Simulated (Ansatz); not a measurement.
`Cc1ccc[se]1` + H₂ → `c1cc[se]c1` + CH₄ at 600 K and 1 bar (hydrogenolysis of a C–C bond).

Gas-phase electronic energies from Ansatz, PBE0-D4/def2-TZVP geometries. CCSD(T)/CBS adds triple-zeta CCSD(T) − MP2 to the extrapolated MP2 energy (def2 sets, frozen cores). This one scheme is used for every species. For Se outer-core shells are correlated without core-valence functions, which leaves a few kJ/mol of doubt a bond. Scalar relativity is left out up to krypton.

| species | CCSD(T)/CBS energy (Eh) | H − E (kJ/mol) | S (J/(mol·K)) |
| --- | --- | --- | --- |
| `Cc1ccc[se]1` | -2594.56554 | 305.3 | 425.1 |
| H₂ | -1.17544 | 43.9 | 150.8 |
| `c1cc[se]c1` | -2555.30073 | 218.1 | 361.0 |
| CH₄ | -40.46206 | 140.4 | 215.7 |

H − E and S are ideal-gas, rigid-rotor, harmonic terms from PBE0-D4/def2-TZVP. The MP2-based limit puts H₂ 0.8 mEh under its directly extrapolated value; such offsets cancel only in part. 1 Eh = 2625.50 kJ/mol, R = 8.31446 J/(mol·K).

By hand: ΔE, ΔH, ΔS and ΔG.

ΔE = (-2555.30073) + (-40.46206) − (-2594.56554) − (-1.17544) = -0.02181 Eh = -57.3 kJ/mol. Δ(H − E) = 218.1 + 140.4 − 305.3 − 43.9 = 9.3, so ΔH = -48.0 kJ/mol. ΔS = 361.0 + 215.7 − 425.1 − 150.8 = 0.8 J/(mol·K). ΔG = -48.0 − 600 × (0.8)/1000 = -48.5 kJ/mol.

By hand: the equilibrium constant, and the temperature at which ΔG would vanish if ΔH and ΔS stayed fixed.

log₁₀ K = −ΔG/(RT ln 10) = 4.2. ΔH and −TΔS have one sign here, so there is no such temperature. One of them is within its doubt of zero, so this could turn.

The number of gas molecules stays the same, so ΔS is small and ΔH decides. A doubt of 5 kJ/mol in ΔE shifts log₁₀ K by 0.4 here. These are equilibria of isolated gas molecules and say nothing of rates. Largest T1 diagnostic: 0.012 (customary marks: 0.02 for closed shells, 0.045 for open ones).
